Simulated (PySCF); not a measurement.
**`O=C(c1cccs1)C(F)(F)F`, C6H3F3OS**

Molfile (atoms numbered from 1):
```
C6H3F3OS
     RDKit          3D

 14 14  0  0  0  0  0  0  0  0999 V2000
   -1.7390    1.9929    0.1879 O   0  0  0  0  0  0  0  0  0  0  0  0
   -1.3193    0.8669    0.2941 C   0  0  0  0  0  0  0  0  0  0  0  0
    0.0916    0.5067    0.2443 C   0  0  0  0  0  0  0  0  0  0  0  0
    0.7053   -0.7310    0.3290 C   0  0  0  0  0  0  0  0  0  0  0  0
    2.1110   -0.6422    0.2270 C   0  0  0  0  0  0  0  0  0  0  0  0
    2.5374    0.6574    0.0674 C   0  0  0  0  0  0  0  0  0  0  0  0
    1.2491    1.7750    0.0371 S   0  0  0  0  0  0  0  0  0  0  0  0
   -2.3183   -0.2972    0.4986 C   0  0  0  0  0  0  0  0  0  0  0  0
   -3.5576    0.1483    0.5288 F   0  0  0  0  0  0  0  0  0  0  0  0
   -2.0662   -0.9361    1.6447 F   0  0  0  0  0  0  0  0  0  0  0  0
   -2.2087   -1.1874   -0.4928 F   0  0  0  0  0  0  0  0  0  0  0  0
    0.1564   -1.6634    0.4587 H   0  0  0  0  0  0  0  0  0  0  0  0
    2.7858   -1.4976    0.2689 H   0  0  0  0  0  0  0  0  0  0  0  0
    3.5640    1.0089   -0.0345 H   0  0  0  0  0  0  0  0  0  0  0  0
  1  2  2  0
  2  3  1  0
  3  4  2  0
  4  5  1  0
  5  6  2  0
  6  7  1  0
  2  8  1  0
  8  9  1  0
  8 10  1  0
  8 11  1  0
  7  3  1  0
  4 12  1  0
  5 13  1  0
  6 14  1  0
M  END
```

Computed, not measured: quadratic response CAM-B3LYP/aug-cc-pVDZ first hyperpolarisability, Taylor convention, gas phase in PySCF. Geometry: PBE0-D3(BJ)/def2-SVP.

Task: Give β for the processes computed.

Result: In au, Taylor convention; the vector part is βᵢ = ⅓ Σⱼ (βᵢⱼⱼ + βⱼᵢⱼ + βⱼⱼᵢ); β∥ is 3/5 of the vector part along the dipole, the dipole points from − to +:
```csv
process,λ (nm),β vector norm,β∥,β HRS,depolarisation ratio
"static β(0;0,0)",∞,219.5,131.6,127.8,2.55
"second harmonic β(−2ω;ω,ω)",1907,260.9,156.5,145.1,2.72
"Pockels β(−ω;ω,0)",1907,232.4,139.4,–,–
"second harmonic β(−2ω;ω,ω)",1064,388.9,232.7,198.4,3.17
"Pockels β(−ω;ω,0)",1064,264.1,158.4,–,–
```

Task: Which lowest excitations, dipole and polarisabilities go with it?

Result: S1 4.07 eV (f = 0.000); S2 4.62 eV (f = 0.188); S3 4.97 eV (f = 0.145); dipole 4.31 D; isotropic α 94.2 au static, 94.6 au at 1907 nm, 95.6 au at 1064 nm, 95.9 au at 953.5 nm, 100.3 au at 532 nm.
